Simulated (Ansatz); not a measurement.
`O[SiH](F)[SiH3]` + `O[SiH3]` → `F[SiH]([SiH3])O[SiH3]` + H₂O at 700 K and 1 bar (ligand exchange at the Si–O bond).

Program: Ansatz. Geometries: PBE0-D4/def2-TZVP. ΔE: electronic, gas phase. CCSD(T)/CBS is the MP2 limit (def2-TZVPP, def2-QZVPP) plus CCSD(T) − MP2 in def2-TZVPP, frozen cores. This one scheme is used for every species. One conformer a species, not always the lowest.

```tsv
species	CCSD(T)/CBS energy (Eh)	H − E (kJ/mol)	S (J/(mol·K))
`O[SiH](F)[SiH3]`	-756.23815	208.1	452.3
`O[SiH3]`	-366.69042	144.6	321.6
`F[SiH]([SiH3])O[SiH3]`	-1046.55730	274.0	558.9
H₂O	-76.37941	80.5	218.4
```

H − E and S are ideal-gas, rigid-rotor, harmonic terms from PBE0-D4/def2-TZVP, for one conformer and one mirror image of each species. 1 Eh = 2625.50 kJ/mol, R = 8.31446 J/(mol·K).

By hand: ΔE, ΔH, ΔS and ΔG.

ΔE = (-1046.55730) + (-76.37941) − (-756.23815) − (-366.69042) = -0.00814 Eh = -21.4 kJ/mol. Δ(H − E) = 274.0 + 80.5 − 208.1 − 144.6 = 1.8, so ΔH = -19.6 kJ/mol. ΔS = 558.9 + 218.4 − 452.3 − 321.6 = 3.4 J/(mol·K). ΔG = -19.6 − 700 × (3.4)/1000 = -22.0 kJ/mol.

By hand: the equilibrium constant, and the temperature at which ΔG would vanish if ΔH and ΔS stayed fixed.

log₁₀ K = −ΔG/(RT ln 10) = 1.6. ΔH and −TΔS have one sign here, so there is no such temperature. One of them is within its doubt of zero, so this could turn.

The number of gas molecules stays the same, so ΔS is small and ΔH decides. A doubt of 5 kJ/mol in ΔE shifts log₁₀ K by 0.4 here. Other conformers and mirror images would add mixing entropy, several J/(mol·K) or more a flexible species. Modes under 60 cm⁻¹, often nearly free rotors, make the harmonic entropy too high. These are equilibria of isolated gas molecules and say nothing of rates. Largest T1 diagnostic: 0.013 (customary marks: 0.02 for closed shells, 0.045 for open ones).
